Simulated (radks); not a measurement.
Radial electron density D(r) = 4 pi r^2 rho(r) of an atom or ion with 18 electrons. Method: scalar-relativistic Kohn-Sham, PBE, spin-unpolarised, spherical densities, point nucleus; computed with a radial shooting solver on a logarithmic mesh with Libxc functionals.

```
   r/bohr * D(r) (the largest magnitude, 20.9, reaches the edge; | marks zero)
  0.01052 |         *
  0.01215 |           *
  0.01415 |               *
  0.01634 |                  *
  0.01887 |                      *
  0.02197 |                           *
  0.02537 |                                *
  0.02954 |                                      *
  0.03411 |                                           *
   0.0394 |                                                *
  0.04587 |                                                   *
  0.05297 |                                                      *
  0.06166 |                                                      *
  0.07122 |                                                    *
  0.08225 |                                                 *
  0.09575 |                                             *
   0.1106 |                                        *
   0.1287 |                                      *
   0.1487 |                                     *
   0.1731 |                                        *
   0.1999 |                                             *
   0.2308 |                                                  *
   0.2687 |                                                      *
   0.3104 |                                                      *
   0.3613 |                                                 *
   0.4173 |                                         *
   0.4819 |                               *
    0.561 |                     *
   0.6479 |              *
   0.7542 |           *
   0.8711 |           *
    1.014 |            *
    1.171 |             *
    1.353 |             *
    1.575 |           *
    1.818 |        *
    2.117 |    *
    2.445 |  *
    2.823 | *
    3.287 |*
    3.796 *
    4.419 *
    5.104 *
    5.894 *
    6.862 *
    7.925 *
    9.225 *
    10.65 *
     12.4 *
    14.32 *
    16.54 *
    19.26 *
    22.24 *
    25.89 *
```

What is the nuclear charge?

Answer. Z = 18. The innermost maximum, from 1s, lies near gamma/Z bohr with gamma = sqrt(1 - (Z/c)^2) = 0.991, here 0.0551 bohr (found: 0.0583), and its height grows with Z. The density is that of neutral argon in [Ne] 3s2 3p5 3d1; the configuration itself is not fixed sharply by these data, and Z only to about a unit. D(r) has 4 maxima, at r = 0.0583, 0.291, 1.20, 7.37 bohr, and minima at 0.141, 0.798, 5.23 bohr, inside which lie 2.17, 10.35, 17.29 electrons.
